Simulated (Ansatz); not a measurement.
Computed with Ansatz on PBE0-D4/def2-TZVP structures; ΔE is electronic, products minus reactants. CCSD(T)/CBS adds triple-zeta CCSD(T) − MP2 to the extrapolated MP2 energy (def2 sets, frozen cores). This one scheme is used for every species, atoms too. Functionals use def2-TZVPP. No spin–orbit coupling; open shells (•) take unrestricted orbitals. Spin–orbit coupling would lower the free atoms: a little for C, Cl, F; strongly for In. def2 core potentials past Kr. For In outer-core shells are correlated without core-valence functions, so the limit isn't a true one: a few kJ/mol of doubt a bond, and 10 to 20 or more in all where bonds break to atoms.

Consider the atomization: `N#[C][In]([F])[Cl]` → C• + Cl• + F• + In• + N•.

CCSD(T)/CBS gives +1859.0 kJ/mol.

**Question.** Another level gave +1707.9 kJ/mol. Which?
A. PBE0/def2-TZVPP
B. SCS-MP2/def2-TZVPP
C. CCSD(T)/def2-TZVPP
D. BHLYP-D4/def2-TZVPP

**Answer.** D. BHLYP-D4 1707.9, SCS-MP2/def2-TZVPP 1843.7, PBE0 1829.7, CCSD(T)/def2-TZVPP 1785.4 kJ/mol.

Largest T1 diagnostic among the species: 0.016.

The D4 term adds +19.0 kJ/mol with B3LYP and +10.0 kJ/mol with PBE0; it sums over pairs of atoms, weighted by their polarisabilities, and B3LYP, whose exchange is more repulsive, gets the larger term. At CCSD(T), def2-SVP lies −146.4 kJ/mol from the extrapolated value and def2-TZVPP −73.6 kJ/mol: correlation converges slowly with the basis, and small sets miss more of it in the bonded molecule than in its fragments.

B3LYP here is the variant with VWN-RPA as its local correlation; programs differ in this.

For atomizations the MP2-based limit and the directly extrapolated one differ by several kJ/mol either way, and by 10 to 25 for some Ge, Se and Sn compounds, so smaller differences from it don't rank the levels.
